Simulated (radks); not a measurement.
Results of a calculation; reference values are marked as such.
Problem. Ionisation of the iridium ion Ir+, [Xe] 4f14 5d7 6s1, to Ir2+, [Xe] 4f14 5d7, under several functionals. Scalar-relativistic Kohn-Sham, spin-polarised, spherical densities, finite nucleus; open shells are filled with parallel spins first (spin-orbit coupling, left out, can overturn this in heavy ions); a radial shooting solver on a logarithmic mesh with Libxc functionals. The NIST Atomic Spectra Database gives 17.0 eV (semi-empirical). Rank these functionals by the error of their Delta-SCF ionisation energy: LDA (Slater exchange, Perdew-Wang correlation); exchange-only r2SCAN; exchange-only B88; exchange-only PBE; HCTH/407; B86b exchange with PBE correlation; BLYP; BP86; LDA (Slater exchange, Perdew-Zunger correlation); SCAN.

Solution. From best to worst: exchange-only r2SCAN 17.307 eV (+0.307); exchange-only B88 17.566 eV (+0.566); exchange-only PBE 17.570 eV (+0.570); BLYP 18.044 eV (+1.044); B86b exchange with PBE correlation 18.159 eV (+1.159); HCTH/407 18.173 eV (+1.173); BP86 18.279 eV (+1.279); SCAN 18.316 eV (+1.316); LDA (Slater exchange, Perdew-Zunger correlation) 18.397 eV (+1.397); LDA (Slater exchange, Perdew-Wang correlation) 18.425 eV (+1.425). Open shells are spherical and high-spin; term and fine-structure splittings are not resolved. Spin-orbit splitting is averaged out at the scalar-relativistic level.
